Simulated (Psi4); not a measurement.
C3H7, charge -1, singlet, geometry from GFN2-xTB (a gas-phase anion, which may not be bound at this level). Base run: CCSD(T)/STO-3G (Psi4).

The Psi4 input:
```
memory 2 GB

molecule mol {
-1 1
C     0.001860    0.104490    0.566404
C    -0.001727    1.417715   -0.192030
C     0.000064   -1.228257   -0.251914
H    -0.880850    0.061189    1.229917
H     0.889157    0.062525    1.223858
H     0.002932   -2.122887    0.388569
H     0.885480    1.388919   -0.898346
H    -0.893705    1.387576   -0.892255
H    -0.884828   -1.271172   -0.890228
H     0.880630   -1.269840   -0.896272
}

set {
  basis sto-3g
  reference rhf
}

energy('ccsd(t)')
print_variables()
```

Each row names what was changed in the base input (with any setting that the change needs).

```csv
change,ΔE vs base (kcal/mol),MP2 correlation (Eh),CC correlation without the perturbative part (Eh),basis functions,outcome
base,0.000,-0.14719,-0.19804,22,converged
method = lccd,-,-,-,22,stopped with an error
method = fno-ccsd(t),-,-,-,22,stopped with an error
method = ccsd,0.87,-0.14719,-0.19804,22,converged
method = dlpno-mp2,32.56,-0.14713,-,22,converged
puream = off,0.000,-0.14719,-0.19804,22,converged
freeze_core = on,0.74,-0.14587,-0.19688,22,converged
method = mp3,…,-0.14714,-,22,converged
method = omp2,32.03,-0.14714,-,22,converged
scf_type = pk; mp2_type = conv,0.000,-0.14719,-0.19804,22,converged
```

Q: What belongs in the gaps?

A: 
- method = mp3, ΔE vs base (kcal/mol): 10.70

A gas-phase anion may not be bound at this level; its values then depend on the basis.

- method = lccd: ended with `Fatal Error: ndocc must be less than nvirt`
- method = fno-ccsd(t): ended with `Fatal Error: ndocc must be less than nvirt`
